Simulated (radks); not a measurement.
The numbers below are computed, except where a source is named.
Neutral ruthenium inside a hard spherical wall (all orbitals vanish at R), configuration held at [Kr] 4d7 5s1 and not refilled when levels cross. Code: a radial shooting solver on a logarithmic mesh with Libxc functionals. Model: scalar-relativistic Kohn-Sham, r2SCAN, spin-unpolarised, spherical densities, finite nucleus; meta-GGA in the generalised Kohn-Sham scheme; Fermi nuclear charge, rms radius 4.4809 fm. Eigenvalues in eV, with the zero of energy where the potential of the charges vanishes at infinity; a dash marks a level that is unbound or too diffuse for the functional's potential to be trusted. A positive occupied level is held by the wall or, in an anion where self-interaction has pushed it up, behind a barrier. The pressure on the wall is -dE/dV.

R (bohr)  E (hartree)  kinetic (hartree)    e(4s)    e(4p)   e(4d)   e(5s)  e(5p, empty)  e(6s, empty)  pressure (GPa)
free      -4531.29611           4685.834  -78.556  -47.834  -5.271  -4.156             -             -               0
15        -4531.29611           4685.834  -78.556  -47.834  -5.271  -4.155        -0.632         0.785        < 0.0001
12        -4531.29606           4685.835  -78.551  -47.829  -5.266  -4.151        -0.579         1.520        0.000822
8         -4531.29242           4685.863  -78.359  -47.636  -5.086  -3.957         0.055         5.608           0.147
6         -4531.26216           4686.032  -77.485  -46.773  -4.298  -2.929         2.049        14.248            2.54
5         -4531.18597           4686.392  -76.034  -45.361  -3.007  -0.992         5.122        25.365            12.6
4         -4530.89901           4687.587  -72.433  -41.911   0.288   4.704        13.155        50.592            79.0
3.5       -4530.49046           4689.178  -68.855  -38.514   3.775  11.517        22.120        75.887             227
2.5       -4527.00158           4702.295  -51.821  -21.802  23.196  56.129        75.388        204.95            3100
2         -4518.92649           4730.840  -27.938    3.610  54.181  134.17        161.01        386.75           16700
1.5       -4487.03628           4828.994   41.917   80.561  144.17  364.15        399.74        853.33          129000
